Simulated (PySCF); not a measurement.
H₁₂Si₅, charge +1, doublet, at a GFN2-xTB geometry (a state made from the parent by changing its charge; the spin is typed, not shown lowest), with bond 8-1 at 1.4 times its length; CASSCF(3,3)+NEVPT2/STO-3G (PySCF).

Input for PySCF:
```python
from pyscf import gto, scf, mcscf, mrpt
import numpy

mol = gto.Mole()
mol.atom = '''
    Si   -0.322674   -2.306550   -0.662158
    Si   -0.010651    0.004476   -0.007236
    Si   -1.448870    1.771928   -0.819083
    Si   -0.392648   -0.029158    2.382675
    Si    2.170483    0.560124   -0.896988
    H    -1.697771   -2.629239   -0.289393
    H     0.632694   -3.192153   -0.007662
    H    -0.108628   -2.340125   -2.695555
    H    -0.991084    3.088378   -0.390853
    H    -2.785358    1.477230   -0.308445
    H    -1.421694    1.643312   -2.274172
    H    -1.768135   -0.371660    2.722181
    H     0.550998   -1.010657    2.911950
    H    -0.042593    1.311989    2.843657
    H     3.090565   -0.382613   -0.265119
    H     2.220364    0.464501   -2.350580
    H     2.442821    1.919947   -0.437909
'''
mol.basis = 'sto-3g'
mol.charge = 1
mol.spin = 1
mol.verbose = 4
mol.build()

mf = scf.ROHF(mol)
mf.kernel()
mc = mcscf.CASSCF(mf, 3, 3)
mc.fix_spin_(ss=0.75)
mc.kernel()
occ = numpy.linalg.eigvalsh(mc.fcisolver.make_rdm1(mc.ci, mc.ncas, mc.nelecas))[::-1]
ss = mc.fcisolver.spin_square(mc.ci, mc.ncas, mc.nelecas)[0]
print('natural occupations', occ.round(4), ' <S^2>', round(ss, 4))
e2 = mrpt.NEVPT(mc).kernel()
print('E(NEVPT2) = %.10f' % (mc.e_tot + e2))
```

Output, abridged:

```
PySCF version 2.14.0

[INPUT] verbose = 4
[INPUT] num. atoms = 17
[INPUT] num. electrons = 81
[INPUT] charge = 1
[INPUT] spin (= nelec alpha-beta = 2S) = 1
[INPUT] symmetry False subgroup None
[INPUT] Mole.unit = angstrom
[INPUT] Symbol           X                Y                Z      unit          X                Y                Z       unit  Magmom
[...]
nuclear repulsion = 484.473013062569
number of shells = 37
number of NR pGTOs = 171
number of NR cGTOs = 57
basis = sto-3g
ecp = {}

******** <class 'pyscf.scf.rohf.ROHF'> ********
method = ROHF
initial guess = minao
damping factor = 0
level_shift factor = 0
DIIS = <class 'pyscf.scf.diis.CDIIS'>
diis_start_cycle = 1
diis_space = 8
diis_damp = 0
SCF conv_tol = 1e-09
SCF conv_tol_grad = None
SCF max_cycles = 50
direct_scf = True
direct_scf_tol = 1e-13
num. doubly occ = 40  num. singly occ = 1
Set gradient conv threshold to 3.16228e-05
init E= -1433.22432276017
[...]
cycle= 1 E= -1434.67049052113  delta_E= -1.45  |g|= 0.219  |ddm|= 2.92
[...]
cycle= 2 E= -1434.70126728887  delta_E= -0.0308  |g|= 0.0561  |ddm|= 0.396
[...]
cycle= 3 E= -1434.70409818883  delta_E= -0.00283  |g|= 0.0224  |ddm|= 0.13
[...]
cycle= 4 E= -1434.70452187587  delta_E= -0.000424  |g|= 0.00423  |ddm|= 0.0463
[...]
cycle= 5 E= -1434.70456178047  delta_E= -3.99e-05  |g|= 0.00201  |ddm|= 0.0143
[...]
cycle= 6 E= -1434.70457492557  delta_E= -1.31e-05  |g|= 0.000599  |ddm|= 0.0117
[...]
cycle= 7 E= -1434.70457619389  delta_E= -1.27e-06  |g|= 0.000265  |ddm|= 0.00327
[...]
cycle= 8 E= -1434.704576781  delta_E= -5.87e-07  |g|= 0.000212  |ddm|= 0.00226
[...]
cycle= 9 E= -1434.7045774015  delta_E= -6.2e-07  |g|= 0.000102  |ddm|= 0.00374
[...]
cycle= 10 E= -1434.7045775761  delta_E= -1.75e-07  |g|= 2.29e-05  |ddm|= 0.0029
[...]
cycle= 11 E= -1434.70457758063  delta_E= -4.53e-09  |g|= 1.23e-05  |ddm|= 0.000419
[...]
cycle= 12 E= -1434.70457758165  delta_E= -1.02e-09  |g|= 8.89e-06  |ddm|= 0.000107
[...]
cycle= 13 E= -1434.70457758306  delta_E= -1.41e-09  |g|= 3.12e-06  |ddm|= 0.000234
[...]
cycle= 14 E= -1434.70457758322  delta_E= -1.57e-10  |g|= 4.73e-07  |ddm|= 0.000101
[...]
Extra cycle  E= -1434.70457758322  delta_E= 2.27e-13  |g|= 1.88e-07  |ddm|= 1.27e-06
converged SCF energy = -1434.70457758322

******** <class 'pyscf.mcscf.mc1step.CASSCF'> ********
CAS (2e+1e, 3o), ncore = 39, nvir = 15
max_cycle_macro = 50
max_cycle_micro = 4
conv_tol = 1e-07
conv_tol_grad = None
orbital rotation max_stepsize = 0.02
orbital rotation threshold for CI restart = 0.01
augmented hessian ah_max_cycle = 30
augmented hessian ah_conv_tol = 1e-12
augmented hessian ah_linear dependence = 1e-14
augmented hessian ah_level shift = 1e-08
augmented hessian ah_start_tol = 2.5
augmented hessian ah_start_cycle = 3
augmented hessian ah_grad_trust_region = 3
kf_trust_region = 3
kf_interval = 4
ci_response_space = 4
ci_grad_trust_region = 3
with_dep4 0
natorb = False
canonicalization = True
sorting_mo_energy = False
ao2mo_level = 2
internal_rotation = False
******** <class 'pyscf.fci.addons.SpinPenaltyFCISolver'> ********
max. cycles = 50
conv_tol = 1e-08
davidson only = True
linear dependence = 1e-12
level shift = 0.001
max iter space = 12
nroots = 1
pspace_size = 400
spin = None
CASCI E = -1434.70841210544  S^2 = 0.7500000
Set conv_tol_grad to 0.000316228
macro iter   1 ( 21 JK    4 micro), CASSCF E = -1434.72169381780  dE = -1.32817124e-02  S^2 = 0.7500000
               |grad[o]|=0.0141  |grad[c]|=0.0168  |ddm|=0.0624  |maxRot[o]|=0.314
macro iter   2 ( 21 JK    4 micro), CASSCF E = -1434.74298905219  dE = -2.12952344e-02  S^2 = 0.7500000
               |grad[o]|=0.0311  |grad[c]|= 0.02  |ddm|=0.0635  |maxRot[o]|=0.314
macro iter   3 ( 19 JK    4 micro), CASSCF E = -1434.74810749323  dE = -5.11844104e-03  S^2 = 0.7500000
               |grad[o]|=0.0243  |grad[c]|=0.0156  |ddm|=0.0179  |maxRot[o]|=0.159
macro iter   4 ( 15 JK    4 micro), CASSCF E = -1434.74926603741  dE = -1.15854418e-03  S^2 = 0.7500000
[...]
macro iter   6 (  4 JK    1 micro), CASSCF E = -1434.74930866716  dE = -6.40213784e-08  S^2 = 0.7500000
               |grad[o]|=9.48e-05  |grad[c]|=2.34e-05  |ddm|=8.09e-05  |maxRot[o]|=0.000734
1-step CASSCF converged in   6 macro ( 92 JK  21 micro) steps
CASSCF canonicalization
Density matrix diagonal elements [1.87151353 1.0017501  0.12673637]
CASSCF energy = -1434.74930866716
CASCI E = -1434.74930866716  E(CI) = -2.36923842115448  S^2 = 0.7500000
natural occupations [1.8723 1.0018 0.1259]  <S^2> 0.75

******** <class 'pyscf.mrpt.nevpt2.NEVPT'> ********
NEVPT2 (2e+1e, 3o), ncore = 39, nvir = 15
root = 0
Natural occ [1.87227611 1.00180907 0.12591483]
Natural orbital (expansion on meta-Lowdin AOs) in CAS space
               #1        #2        #3
0 Si 1s          0.00019  -0.00012  -0.00066
0 Si 2s          0.00311  -0.00039   0.00315
0 Si 3s          0.31683  -0.09718  -0.34042
0 Si 2px        -0.00136   0.00121   0.00163
0 Si 2py        -0.00155   0.00247   0.00068
0 Si 2pz         0.00667   0.00117  -0.01406
0 Si 3px         0.09523  -0.06387  -0.07400
0 Si 3py         0.11547  -0.34866   0.00942
0 Si 3pz        -0.55520  -0.15724   0.62236
1 Si 1s         -0.00011  -0.00001   0.00015
1 Si 2s          0.00082  -0.00006  -0.00105
1 Si 3s         -0.04506  -0.01044   0.06077
1 Si 2px         0.00134  -0.00540   0.00101
1 Si 2py        -0.00153  -0.00261   0.00336
1 Si 2pz        -0.00047  -0.00509   0.00252
1 Si 3px        -0.12478   0.44712  -0.05150
1 Si 3py         0.01086   0.23403  -0.12728
1 Si 3pz        -0.09960   0.42928  -0.07162
2 Si 1s          0.00003  -0.00008  -0.00001
2 Si 2s          0.00015  -0.00047   0.00006
2 Si 3s          0.02590  -0.07227  -0.00030
2 Si 2px        -0.00055   0.00165  -0.00005
2 Si 2py         0.00031  -0.00053  -0.00021
2 Si 2pz        -0.00045   0.00132  -0.00006
2 Si 3px         0.05215  -0.14867  -0.00012
2 Si 3py        -0.05388   0.16059  -0.00369
2 Si 3pz         0.03580  -0.09214  -0.00352
3 Si 1s          0.00002   0.00011  -0.00007
3 Si 2s         -0.00054   0.00066   0.00033
3 Si 3s         -0.00774   0.10172  -0.03523
3 Si 2px        -0.00031   0.00061   0.00010
3 Si 2py         0.00010   0.00051  -0.00033
3 Si 2pz         0.00026   0.00277  -0.00150
3 Si 3px        -0.00182   0.02767  -0.01023
3 Si 3py         0.00594  -0.00626  -0.00565
3 Si 3pz         0.05567  -0.33160   0.07725
4 Si 1s         -0.00004   0.00009  -0.00000
4 Si 2s         -0.00013   0.00057  -0.00005
4 Si 3s         -0.03342   0.08385  -0.00193
4 Si 2px        -0.00088   0.00227  -0.00009
4 Si 2py        -0.00037   0.00083  -0.00005
4 Si 2pz        -0.00020   0.00028  -0.00003
4 Si 3px         0.09123  -0.25741   0.00738
4 Si 3py         0.02509  -0.06865   0.00047
4 Si 3pz        -0.02467   0.08085  -0.00451
5 H 1s          -0.13200   0.10420   0.07739
6 H 1s          -0.10638   0.01913   0.08913
7 H 1s           0.69788   0.26602   0.66356
8 H 1s          -0.00610  -0.00493   0.01185
9 H 1s          -0.02377   0.07438  -0.00304
10 H 1s         -0.02471   0.09013  -0.00936
11 H 1s          0.00302  -0.01606   0.00246
12 H 1s          0.02878  -0.09183   0.00460
13 H 1s          0.01258  -0.11329   0.03515
14 H 1s          0.02923  -0.08505   0.00162
15 H 1s          0.00321  -0.00490  -0.00502
16 H 1s          0.03104  -0.09653   0.00932
<CAS-nat-orb|mo-hf>  40     38       0.79010683
<CAS-nat-orb|mo-hf>  40     40       0.57771673
<CAS-nat-orb|mo-hf>  41     41       0.99726652
<CAS-nat-orb|mo-hf>  42     42       0.89008479
<CAS-nat-orb|mo-hf>  42     43      -0.42237982
Sr    (-1)',   E = -0.00077894898162
Si    (+1)',   E = -0.00072840719619
Sijrs (0)  ,   E = -0.17009205346975
Sijr  (+1) ,   E = -0.01407114555871
Srsi  (-1) ,   E = -0.01430522580556
Srs   (-2) ,   E = -0.00040423214435
Sij   (+2) ,   E = -0.00048052082914
Sir   (0)' ,   E = -0.00541470356702
Nevpt2 Energy = -0.206275237552332
E(NEVPT2) = -1434.9555839047
```
